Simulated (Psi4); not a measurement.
Psi4 input (wB97X-D/6-311+G**):

```
memory 1500 MB

molecule {
0 2
C    -1.27181763    0.04497988    0.05803607
C    -0.79276306   -1.25623525   -0.06932325
C     0.57274402   -1.36504895   -0.13660615
C     1.30015021   -0.05938108   -0.06042966
S    -0.00424744    1.23162066    0.10135521
H    -2.30176463    0.35411401    0.12743714
H    -1.45871037   -2.10793787   -0.11083390
H     1.11161647   -2.29592116   -0.23609882
H     1.97096976    0.00686322    0.80157416
H     1.89596663    0.15106361   -0.95382408
symmetry c1
no_reorient
no_com
}

set {
  basis 6-311+G**
  reference uks
  scf_type df
  df_basis_scf def2-universal-jkfit
  dft_radial_points 99
  dft_spherical_points 590
  e_convergence 1e-8
  d_convergence 1e-7
  maxiter 150
}

e = energy('wb97x-d')
print_out(f'\nFINAL {e:.10f} DIPOLE {variable("CURRENT DIPOLE")[0]:.6f} {variable("CURRENT DIPOLE")[1]:.6f} {variable("CURRENT DIPOLE")[2]:.6f}\n')
```

From the output:

```
      95A      1.678390    96A      1.684987    97A      1.736839
      98A      1.737867    99A      1.784228   100A      1.794850
     101A      1.816987   102A      1.833178   103A      1.883556
     104A      1.988157   105A      2.006291   106A      2.010287
     107A      2.034748   108A      2.061648   109A      2.072267
     110A      2.128135   111A      2.177030   112A      2.259972
     113A      2.267332   114A      2.309716   115A      2.407752
     116A      2.438839   117A      2.504290   118A      2.558928
     119A      2.620579   120A      2.663319   121A      2.700572
     122A      2.729513   123A      2.791837   124A      2.809822
     125A      2.828257   126A      2.832470   127A      2.900124
     128A      2.955968   129A      3.096428   130A      3.129021
     131A      3.236750   132A      3.341894   133A      3.404839
     134A      3.514180   135A      3.599065   136A      3.805694
     137A      4.102368   138A      4.129704   139A      4.415623
     140A      7.996098   141A     17.445128   142A     17.572734
     143A     17.608875   144A     23.778427   145A     23.972599
     146A     24.111693   147A     24.299569   148A    189.225050

    Final Occupation by Irrep:
              A
    DOCC [    22 ]
    SOCC [     1 ]
    NA   [    23 ]
    NB   [    22 ]

  @DF-UKS Final Energy:  -553.56093566160371

   => Energetics <=

    Nuclear Repulsion Energy =            208.1749619648703913
    One-Electron Energy =               -1171.3830990164483410
    Two-Electron Energy =                 444.5239729222685128
    DFT Exchange-Correlation Energy =     -34.8738558966019099
    Empirical Dispersion Energy =          -0.0029156356923861
    VV10 Nonlocal Energy =                  0.0000000000000000
    Total Energy =                       -553.5609356616037076

  UHF NO Occupations:
  HONO-2 :   21  A 1.9995577
  HONO-1 :   22  A 1.9870656
  HONO-0 :   23  A 1.0000000
  LUNO+0 :   24  A 0.0129344
  LUNO+1 :   25  A 0.0004423
  LUNO+2 :   26  A 0.0004179
  LUNO+3 :   27  A 0.0003224

Computation Completed

Properties will be evaluated at   0.000000,   0.000000,   0.000000 [a0]

Properties computed using the SCF density matrix

 Multipole Moments:

 ------------------------------------------------------------------------------------
     Multipole            Electronic (a.u.)      Nuclear  (a.u.)        Total (a.u.)
 ------------------------------------------------------------------------------------

 L = 1.  Multiply by 2.5417464519 to convert [e a0] to [Debye]
 Dipole X            :          0.1989758            0.0000001            0.1989759
 Dipole Y            :         -0.4309882           -0.0000001           -0.4309882
 Dipole Z            :         -0.0439058           -0.0000002           -0.0439060
 Magnitude           :                                                    0.4767285

 ------------------------------------------------------------------------------------

FINAL -553.5609356616 DIPOLE 0.198976 -0.430988 -0.043906

*** Psi4 exiting successfully. Buy a developer a beer!
```

The geometry given is a B3LYP-D3(BJ)/def2-TZVP minimum.
